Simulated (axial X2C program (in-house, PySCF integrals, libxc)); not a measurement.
**Low determinants of TcP at the PBE0 level, 2c**

All values were computed with an in-house all-electron X2C program for linear molecules (integrals from PySCF). Two-component (2c) means X2C with spin–orbit coupling and atomic mean-field two-electron Coulomb and Gaunt terms. Basis: Tc dyall-cv3z [12s12p8d5f3g], P dyall-v3z [8s7p2d1f] (cores contracted in-house); Gaussian nuclei, density fitting, unrestricted open shells. Masses: Tc 98.907 u, P 30.974 u.

Search at 2.107 Å (vertical energies from the lowest determinant):

| ΔE (eV) | state | electrons beyond evenly filled partner blocks | electrons in ±ω = 1/2, 3/2, 5/2, 7/2 |
| --- | --- | --- | --- |
| 0.00 | Ω = 1 | ω = -3/2, ω = 5/2 | 40 15 3 0 |
| 0.07 | Ω = 3 | ω = 1/2, ω = 5/2 | 39 16 3 0 |
| 0.52 | Ω = 2 | 2 × ω = 1/2, ω = -3/2, ω = 5/2 | 40 15 3 0 |
| 0.54 | Ω = 1 | ω = -1/2, ω = 3/2 | 39 15 4 0 |
| 0.61 | Ω = 0 | ω = -1/2, 2 × ω = 3/2, ω = -5/2 | 39 16 3 0 |
| 0.98 | Ω = 2 | ω = -1/2, ω = 5/2 | 39 16 3 0 |
| 1.16 | Ω = 2 | ω = 1/2, ω = 3/2 | 39 15 4 0 |

Lowest determinant, Ω = 1 (⟨Sz⟩ = 1.99, ⟨Lz⟩ = -0.99 at PBE0): Re = 2.100 Å, ωe = 486.2 cm⁻¹.

The determinant in row 3 of the search, Ω = 2 (⟨Sz⟩ = 1.00, ⟨Lz⟩ = 1.00 at PBE0), was followed along the bond at PBE0; measured from the minimum of the lowest determinant it gives:

Te = 0.513 eV (4140 cm⁻¹), Re = 2.137 Å, ωe = 410.6 cm⁻¹.

(1) Compare the bond of the determinant in row 3 with that of the lowest one.

The search compares states at one distance, so a state with another bond length can lie lower; it is not exhaustive and yields mostly the lowest determinant of each block pattern, so other components and higher states of one pattern are missing. These are energies of single determinants, not of spin-adapted states; PBE0 term energies can be off by some tenths of an eV, and the functional has no current term. Open-shell Ω = 0 determinants with evenly filled partner blocks cannot be reached by this program, so the Ω shown need not be the lowest component. The lowest determinant need not be the ground state where others lie within half an eV.

Answers

(1) At PBE0 its Re is 0.037 Å longer and its force constant, which goes as ωe², is 0.71 times that of the lowest determinant. This determinant mixes spin states, so it has no term energy of its own.
